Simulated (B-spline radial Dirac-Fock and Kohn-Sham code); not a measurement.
Run log: Kr

ΔSCF core binding energies without Breit or QED terms, calculated with a B-spline atomic structure program. Keys: rel is the Hamiltonian (dirac, or spin-free x2c and nr, where L3 and M5 stand for the whole 2p and 3d shells), method is hf or an exchange,correlation pair (spin-unpolarised, also for the hole states), nuc the nuclear model, radius_factor scales its radius, rmax is the box in bohr, h the logarithmic mesh step, order the B-spline order, points the quadrature points per cell, c_factor scales the speed of light, and damp, ndamp, maxit and tol steer the iteration. The run stops when the commutator error falls below 10·tol·max(1, Z/10), or the numerical noise floor, and the energy has settled to about 1e-8 Ha; the virial ratio is −V/T.

Input (task.json):

```json
{"items": [{"Z": 36, "q": 0, "cfg": [[1, 0, 2], [2, 0, 2], [2, 1, 6], [3, 0, 2], [3, 1, 6], [3, 2, 10], [4, 0, 2], [4, 1, 6]], "A": 84, "rrms": 4.1884, "do": "settings", "holes": ["K", "L3", "M5"],
  "settings": [{"rel": "dirac", "method": "hf", "nuc": "fermi", "radius_factor": 1.0, "rmax": 45.0, "h": 0.3, "order": 8, "points": 10, "c_factor": 1.0, "maxit": 80, "damp": 0.97, "ndamp": 100, "tol": 1e-08}]}]}
```

Command: `python xray2_run.py task.json out`

Ground-state iterations:

```
iter   energy (Ha)        error
   1    -2788.40096358  1.28e+00
   2    -2788.78278227  9.82e-02
   3    -2788.79002145  9.35e-02
   4    -2788.79658987  8.90e-02
   5    -2788.80254944  8.47e-02
   6    -2788.80795637  8.06e-02
   7    -2788.81286176  7.67e-02
   8    -2788.81731202  7.30e-02
   9    -2788.82134929  6.95e-02
  10    -2788.82501184  6.62e-02
  11    -2788.82833442  6.30e-02
  12    -2788.83134857  6.00e-02
  13    -2788.83408293  5.71e-02
  14    -2788.83656349  5.44e-02
  15    -2788.83881384  5.17e-02
  23    -2788.85072350  3.49e-02
  31    -2788.85620350  2.36e-02
  39    -2788.85873962  1.72e-02
  47    -2788.85992439  1.26e-02
  55    -2788.86048553  9.33e-03
  63    -2788.86075639  6.92e-03
  71    -2788.86089044  5.15e-03
  79    -2788.86095889  3.85e-03
  80    -2788.86096474  3.71e-03
```

The ground state had not converged after 80 iterations, with total energy -2788.86096 Ha, virial ratio 1.97327 and highest orbital energy -14.00 eV. ΔSCF binding energies: K (1s) 14359.0 eV, L3 (2p3/2) 1681.3 eV, M5 (3d5/2) 92.14 eV (not all states converged, so these are not final).

**Question.** One setting is unsound. Which, and why?

**Answer.** damp is so close to 1 that the orbitals hardly move in each step. With the default settings (Dirac Hartree-Fock): The ground state converged in 11 iterations, with total energy -2788.86105 Ha, virial ratio 1.97342 and highest orbital energy -14.00 eV. ΔSCF binding energies: K (1s) 14359.0 eV, L3 (2p3/2) 1681.3 eV, M5 (3d5/2) 92.13 eV.
